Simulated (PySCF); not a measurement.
**Two-component Hartree-Fock for Hf (hafnium, neutral)**

Start: [Xe] 4f14 5d3 6s1; 5d5/2 filled at m_j = +1/2, +3/2, +5/2; 6s1/2 filled at m_j = +1/2. Calculated with PySCF 2.14 in x2c-TZVPall-2c with one added diffuse shell each of s, p, d type (12s12p11d2f, 117 functions): generalised Hartree-Fock with the X2C-1e Hamiltonian and a Gaussian nucleus; spin-orbit coupling (SO) screened by Boettger's factors. This is a chosen level, not necessarily the ground level.

| spinor shell | electrons | ε, screened SO (eV) | weight of nominal j (screened SO) | rms radius, screened SO (bohr) |
| --- | --- | --- | --- | --- |
| 1s1/2 | 2 | -65671.8 | 1.000 | 0.0215 |
| 2s1/2 | 2 | -11364.5 | 1.000 | 0.0869 |
| 2p1/2 | 2 | -10833.8 | 1.000 | 0.0740 |
| 2p3/2 | 4 | -9636.4 | 1.000 | 0.0812 |
| 3s1/2 | 2 | -2647.1 | 1.000 | 0.222 |
| 3p1/2 | 2 | -2412.0 | 1.000 | 0.214 |
| 3p3/2 | 4 | -2150.8 | 1.000 | 0.228 |
| 3d3/2 | 4 | -1757.2 | 1.000 | 0.202 |
| 4s1/2 | 2 | -562.07 | 1.000 | 0.498 |
| 4p1/2 | 2 | -464.38 | 1.000 | 0.508 |
| 4p3/2 | 4 | -404.04 | 1.000 | 0.541 |
| 4d3/2 | 4 | -242.95 | 1.000 | 0.571 |
| 4d5/2 | 6 | -231.63 | 1.000 | 0.583 |
| 5s1/2 | 2 | -78.132 | 1.000 | 1.23 |
| 5p1/2 | 2 | -47.601 | 0.978 | 1.38 |
| 5p3/2 | 4 | -39.552 | 0.989 | 1.49 |
| 4f5/2 | 6 | -29.981 | 0.996 | 0.745 |
| 4f7/2 | 8 | -28.284 | 0.997 | 0.752 |
| 6s1/2 | 1 | -7.065 | 0.999 | 3.90 |
| 5d5/2 | 3 | -5.884 | 0.746 | 2.87 |

Task: Where does 3d5/2 lie, and what is the 3d spin-orbit splitting (screened SO)?

Result: At -1700.8 eV, 56.471 eV above 3d3/2.

```
   quantity   screened SO
E (hartree)  -15082.72683
        M_J             5
       ⟨J²⟩        30.015
       ⟨L²⟩        12.245
       ⟨S²⟩         6.067
```

Each row is a mean over spinors that exchange with the open shell spreads, by up to 4.205 eV (5p3/2).

Rows whose weight is well below 1 are mixtures of j = l ± 1/2: exchange outweighs spin-orbit coupling there, and the label is only the starting occupation.

Breit and QED terms are absent; they matter most for the inner s and p1/2 levels.

Densities and radii are taken from the X2C orbitals without a picture-change correction, which distorts them close to the nucleus.
